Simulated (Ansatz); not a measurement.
## How methods differ on GeH4 (germane)

GeH4: 5 atoms, total charge 0, spin state singlet. As SMILES, `[GeH4]`. The coordinates come from a PBE0-D4/def2-TZVP relaxation.

```xyz
5

Ge    0.0001    0.0001    0.0000
H     1.1481   -0.7563    0.6806
H    -1.2388   -0.0300    0.9042
H    -0.3292   -0.6691   -1.3406
H     0.4198    1.4554   -0.2441
```

Each level gives the energy change with the Ge1–H3 bond stretched from 1.534 to 3.068 Å (eV). The values are calculated.

| level | kind | program | value (eV) | less FCI/STO-3G | CPU time (all runs) |
| --- | --- | --- | --- | --- | --- |
| PBE/STO-3G (restricted) | GGA | Ansatz | 5.86 | +1.19 | 2 s |
| r2SCAN/STO-3G (restricted) | meta-GGA | Ansatz | 6.21 | +1.54 | 4.9 s |
| B3LYP/STO-3G (restricted) | global hybrid | Ansatz | 6.27 | +1.60 | 2.1 s |
| BHLYP/STO-3G (restricted) | global hybrid | Ansatz | 7.01 | +2.34 | 2 s |
| CAM-B3LYP/STO-3G (restricted) | range-separated hybrid | Ansatz | 6.83 | +2.16 | 2.3 s |
| wB97M-V/STO-3G (restricted) | range-separated hybrid | Ansatz | 6.84 | +2.17 | 26 s |
| B2PLYP/STO-3G (restricted) | double hybrid | Ansatz | 6.25 | +1.58 | 2.8 s |
| RPA@PBE/STO-3G (restricted) | RPA | Ansatz | 5.38 | +0.71 | 3.7 s |
| CCSD(T)/STO-3G (restricted) | coupled cluster or CI | Ansatz | 4.67 | 0.00 | 0.33 s |
| FCI/STO-3G | exact in the basis | Ansatz | 4.67 | 0.00 | 3.2 s |

FCI/STO-3G is exact within its basis and frozen core, so for wave-function methods in that basis the difference is their error; functionals converge differently with the basis, so for them it is only a difference. All-electron rows without a relativistic Hamiltonian named are non-relativistic. The first shape isn't each level's own minimum. The values span 4.67 to 7.01 eV. All rows use very small basis sets, so even the best lies far from the true value. In the correlated wave-function rows the outer d shell of Ge is correlated, in sets not made for it. Times are those of the runs behind each value, whatever else they computed, on shared processors of several kinds: orders of magnitude only.
